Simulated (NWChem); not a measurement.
All runs are NWChem calculations. System: diphosphane (H4P2), charge 0, spin multiplicity 1, at a geometry optimised with B3LYP/def2-SVP. Level: RHF/STO-3G.

The NWChem input:

```
start mol
memory heap 200 mb stack 900 mb global 1100 mb
geometry units angstroms nocenter noautoz
  P      1.008557     0.521693     0.000000
  P     -1.008557    -0.521693     0.000000
  H      1.540850    -0.316327     1.031271
  H      1.540850    -0.316327    -1.031271
  H     -1.540850     0.316327     1.031271
  H     -1.540850     0.316327    -1.031271
  symmetry group C2h
end
basis spherical
  * library sto-3g
end
scf
  rhf
  nopen 0
  maxiter 100
  thresh 1e-7
  semidirect memsize 60000000 filesize 0
end
task scf energy
```

Part of the output:

```
             Northwest Computational Chemistry Package (NWChem) 7.3.0
             --------------------------------------------------------

                                NWChem Input Module
                                -------------------

 Scaling coordinates for geometry "geometry" by  1.889725989
 (inverse scale =  0.529177249)

 Turning off AUTOSYM since
 SYMMETRY directive was detected!

                             Geometry "geometry" -> ""
                             -------------------------

 Output coordinates in angstroms (scale by  1.889725989 to convert to a.u.)

  No.       Tag          Charge          X              Y              Z
 ---- ---------------- ---------- -------------- -------------- --------------
    1 P                   15.0000     1.00855700     0.52169300     0.00000000
    2 P                   15.0000    -1.00855700    -0.52169300     0.00000000
    3 H                    1.0000     1.54085000    -0.31632700     1.03127100
    4 H                    1.0000     1.54085000    -0.31632700    -1.03127100
    5 H                    1.0000    -1.54085000     0.31632700     1.03127100
    6 H                    1.0000    -1.54085000     0.31632700    -1.03127100

 Effective nuclear repulsion energy (a.u.)      87.2530186939

            Nuclear Dipole moment (a.u.)
            ----------------------------
        X                 Y               Z
 ---------------- ---------------- ----------------
     0.0000000000     0.0000000000     0.0000000000

      Symmetry information
      --------------------

 Group name             C2h
 Group number             21
 Group order               4
 No. of unique centers     2

      Symmetry unique atoms

     1    3


 Summary of "ao basis" -> "" (spherical)
 ------------------------------------------------------------------------------
       Tag                 Description            Shells   Functions and Types
 ---------------- ------------------------------  ------  ---------------------
 *                           sto-3g                   on all atoms

 Summary of "ao basis" -> "ao basis" (spherical)
 ------------------------------------------------------------------------------
       Tag                 Description            Shells   Functions and Types
 ---------------- ------------------------------  ------  ---------------------
 P                           sto-3g                  5        9   3s2p
 H                           sto-3g                  1        1   1s

                                 NWChem SCF Module
                                 -----------------

  ao basis        = "ao basis"
  functions       =    22
  atoms           =     6
  closed shells   =    17
  open shells     =     0
  charge          =   0.00
  wavefunction    = RHF
  use symmetry    = T
  symmetry adapt  = T

 Summary of "ao basis" -> "ao basis" (spherical)
 ------------------------------------------------------------------------------
       Tag                 Description            Shells   Functions and Types
 ---------------- ------------------------------  ------  ---------------------
 P                           sto-3g                  5        9   3s2p
 H                           sto-3g                  1        1   1s

      Symmetry analysis of basis
      --------------------------

        ag          8
        au          3
        bg          3
        bu          8

 Forming initial guess at       0.0s

      Superposition of Atomic Density Guess
[...]
      One-electron energy =  -1114.694344422059
      Two-electron energy =    351.309234174225
 Nuclear repulsion energy =     87.253018693895

        Time for solution =      0.0s

       Symmetry analysis of molecular orbitals - final
       -----------------------------------------------

  Numbering of irreducible representations:

     1 ag          2 au          3 bg          4 bu

  Orbital symmetries:

     1 bu          2 ag          3 bu          4 ag          5 bu
     6 bg          7 ag          8 au          9 ag         10 bu
    11 ag         12 bu         13 au         14 bg         15 ag
    16 bu         17 ag         18 bu         19 au         20 bg
    21 ag         22 bu

             Final eigenvalues
             -----------------

              1
    1  -78.9158
    2  -78.9157
    3   -7.2361
    4   -7.2344
    5   -5.0594
    6   -5.0584
    7   -5.0577
    8   -5.0574
    9   -5.0555
   10   -5.0555
   11   -0.8365
   12   -0.7143
   13   -0.4711
   14   -0.4192
   15   -0.3615
   16   -0.3508
   17   -0.2386
   18    0.3383
   19    0.4455
   20    0.4813
   21    0.5588
   22    0.5637

                       ROHF Final Molecular Orbital Analysis
                       -------------------------------------

 Vector   15  Occ=2.000000D+00  E=-3.615085D-01  Symmetry=ag
              MO Center=  3.8D-16, -7.8D-17, -1.1D-17, r^2= 2.7D+00
   Bfn.  Coefficient  Atom+Function         Bfn.  Coefficient  Atom+Function
  ----- ------------  ---------------      ----- ------------  ---------------
     7      0.488836  1 P  px                16     -0.488836  2 P  px
    19      0.268518  3 H  s                 20      0.268518  4 H  s
    21      0.268518  5 H  s                 22      0.268518  6 H  s
     6     -0.227954  1 P  s                 15     -0.227954  2 P  s
     3     -0.172476  1 P  px                12      0.172476  2 P  px

 Vector   16  Occ=2.000000D+00  E=-3.507565D-01  Symmetry=bu
              MO Center= -2.1D-16,  1.0D-15,  2.5D-17, r^2= 2.9D+00
   Bfn.  Coefficient  Atom+Function         Bfn.  Coefficient  Atom+Function
  ----- ------------  ---------------      ----- ------------  ---------------
     6      0.469660  1 P  s                  8      0.471995  1 P  py
    15     -0.469660  2 P  s                 17      0.471995  2 P  py
    19     -0.192620  3 H  s                 20     -0.192620  4 H  s
    21      0.192620  5 H  s                 22      0.192620  6 H  s
     4     -0.161759  1 P  py                13     -0.161759  2 P  py

 Vector   17  Occ=2.000000D+00  E=-2.386246D-01  Symmetry=ag
              MO Center= -1.3D-15, -1.9D-15,  5.3D-16, r^2= 3.2D+00
   Bfn.  Coefficient  Atom+Function         Bfn.  Coefficient  Atom+Function
  ----- ------------  ---------------      ----- ------------  ---------------
     8      0.555609  1 P  py                17     -0.555609  2 P  py
     6      0.347801  1 P  s                 15      0.347801  2 P  s
     7      0.294620  1 P  px                16     -0.294620  2 P  px
     4     -0.182972  1 P  py                13      0.182972  2 P  py

 Vector   18  Occ=0.000000D+00  E= 3.383377D-01  Symmetry=bu
              MO Center=  1.7D-16,  9.1D-17, -3.8D-19, r^2= 2.3D+00
   Bfn.  Coefficient  Atom+Function         Bfn.  Coefficient  Atom+Function
  ----- ------------  ---------------      ----- ------------  ---------------
     7      0.849805  1 P  px                16      0.849805  2 P  px
     8      0.260146  1 P  py                17      0.260146  2 P  py
     3     -0.249195  1 P  px                12     -0.249195  2 P  px
     6     -0.228749  1 P  s                 15      0.228749  2 P  s

 Vector   19  Occ=0.000000D+00  E= 4.454957D-01  Symmetry=au
              MO Center=  2.0D-17, -1.5D-16, -5.1D-16, r^2= 3.2D+00
   Bfn.  Coefficient  Atom+Function         Bfn.  Coefficient  Atom+Function
  ----- ------------  ---------------      ----- ------------  ---------------
     9      0.720695  1 P  pz                18      0.720695  2 P  pz
    19     -0.504159  3 H  s                 20      0.504159  4 H  s
    21     -0.504159  5 H  s                 22      0.504159  6 H  s
     5     -0.200854  1 P  pz                14     -0.200854  2 P  pz

 Vector   20  Occ=0.000000D+00  E= 4.812745D-01  Symmetry=bg
              MO Center=  2.4D-16,  1.5D-16, -5.5D-17, r^2= 3.1D+00
   Bfn.  Coefficient  Atom+Function         Bfn.  Coefficient  Atom+Function
  ----- ------------  ---------------      ----- ------------  ---------------
     9      0.781355  1 P  pz                18     -0.781355  2 P  pz
    19     -0.470310  3 H  s                 20      0.470310  4 H  s
    21      0.470310  5 H  s                 22     -0.470310  6 H  s
     5     -0.218155  1 P  pz                14      0.218155  2 P  pz

 center of mass
 --------------
 x =   0.00000000 y =   0.00000000 z =   0.00000000

 moments of inertia (a.u.)
 ------------------
          76.958614002244        -109.378926250804           0.000000000000
        -109.378926250804         274.510504100439           0.000000000000
           0.000000000000           0.000000000000         320.848186718289

  Mulliken analysis of the total density
  --------------------------------------

    Atom       Charge   Shell Charges
 -----------   ------   -------------------------------------------------------
    1 P   15    14.76   2.00  1.99  5.93  1.75  3.08
    2 P   15    14.76   2.00  1.99  5.93  1.75  3.08
    3 H    1     1.12   1.12
    4 H    1     1.12   1.12
    5 H    1     1.12   1.12
    6 H    1     1.12   1.12

       Multipole analysis of the density wrt the origin
       ------------------------------------------------

     L   x y z        total         open         nuclear
     -   - - -        -----         ----         -------
     0   0 0 0     -0.000000      0.000000     34.000000

     1   1 0 0      0.000000      0.000000      0.000000
     1   0 1 0      0.000000      0.000000      0.000000
     1   0 0 1     -0.000000      0.000000      0.000000

     2   2 0 0    -19.191677      0.000000    142.887181
     2   1 1 0     -0.972092      0.000000     49.405903
     2   1 0 1      0.000000      0.000000      0.000000
     2   0 2 0    -20.703259      0.000000     30.586732
     2   0 1 1      0.000000      0.000000      0.000000
     2   0 0 2    -18.699547      0.000000     15.191591

 Task  times  cpu:        0.1s     wall:        0.1s

 Total times  cpu:        0.1s     wall:        0.1s
```
